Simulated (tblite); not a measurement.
C₇H₄F₂O.
Structure used (GFN2-xTB), in Å, numbered top down from 1:
```
atom  x, y, z in Å
O1     3.0322   -1.0611    0.0364
C2     2.3340   -0.1070   -0.0209
F3     2.9087    1.1284   -0.1116
C4     0.8697   -0.0362   -0.0094
C5     0.1552   -1.2324    0.0820
C6    -1.2263   -1.2136    0.0973
C7    -1.9087   -0.0098    0.0218
C8    -1.1840    1.1679   -0.0693
F9    -1.8469    2.3342   -0.1429
C10    0.1970    1.1820   -0.0868
H11    0.7030   -2.1601    0.1398
H12   -1.7788   -2.1374    0.1683
H13   -2.9866    0.0286    0.0315
H14    0.7310    2.1163   -0.1585
```

Method: GFN2-xTB as coded in tblite; computed harmonic values from a numerical Hessian at the method's own geometry, unscaled. The method is semi-empirical: single wavenumbers can be off by several per cent or more. One conformer, not necessarily the lowest.

How many normal modes are there?

14 atoms, non-linear: 3N − 6 = 36.

What is the point group of the computed structure, and how do the modes divide by symmetry?

Cs. The vibrations span 25 a′ + 11 a″.

How many distinct wavenumbers does the calculation give?

36: Cs has no degenerate species.

How many fundamentals are allowed in the infrared by symmetry?

36 of 36: in Cs every mode is allowed. All fundamentals are allowed in the Raman spectrum.

Which of the modes above 1550 cm⁻¹ are stretches that can be named?

C=O 1829; aromatic C–H 3100, 3109, 3115, 3116; not assigned to one kind of bond 1580, 1588 cm⁻¹.

How large is the harmonic zero-point energy?

½Σν̃ = 19922 cm⁻¹ = 238.3 kJ/mol (36 modes); those above 1550 cm⁻¹ give 104.3 kJ/mol of it.

What thermal excitation has the softest real mode at 298.15 K?

51.0 cm⁻¹ is a vibrational temperature θ of 73 K. The population of v = 1 over v = 0 is exp(−θ/T) = 0.78, and the mean quantum number is 3.6.

Convert 3100.1 cm⁻¹, one of the modes, to μm, THz, fs a period, meV and kJ/mol.

3.226 μm, 92.94 THz, 10.8 fs, 384.4 meV or 37.09 kJ/mol.
